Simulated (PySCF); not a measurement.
Gas-phase reaction: TiCl3OH + HOF → TiCl2(OH)2 + ClF

Energies from PySCF, thermal terms from the rigid-rotor harmonic-oscillator model, ideal gas at 1 bar. † marks an energy on the PBE0/def2-TZVP geometry and frequencies; other levels use their own. MP2 and CCSD(T) freeze the core. 6-31G* has spherical d functions here. All species are closed-shell singlets. B3LYP is the form with VWN-RPA correlation. TiCl3OH, TiCl2(OH)2: computed as isolated molecules; such fragments, hydroxides, amides, oligomers or adducts are transient or little studied in the gas. MP2 isn't extrapolated to the basis-set limit. CCSD(T) isn't extrapolated to the basis-set limit. Warning, large T1 diagnostic: TiCl2(OH)2, TiCl3OH (CCSD(T)/def2-SVP†).

```
level              ΔH°(298 K), kJ
-----------------  --------------
B3LYP/6-31G*                  -96
CCSD(T)/def2-SVP†             -83
MP2/def2-SVP†                 -89
MP2/def2-TZVPP†               -99
PBE/def2-SVP                  -77
PBE/def2-TZVP†                -92
PBE0/def2-QZVP†                 …
PBE0/def2-SVP†                -80
PBE0/def2-TZVP                  …
r2SCAN/def2-TZVP†               …
LDA/def2-TZVP†                  …
```

### Question
Complete the blanks.

### Answer

- PBE0/def2-QZVP†, ΔH°(298 K), kJ: -100
- PBE0/def2-TZVP, ΔH°(298 K), kJ: -97
- r2SCAN/def2-TZVP†, ΔH°(298 K), kJ: -91
- LDA/def2-TZVP†, ΔH°(298 K), kJ: -102
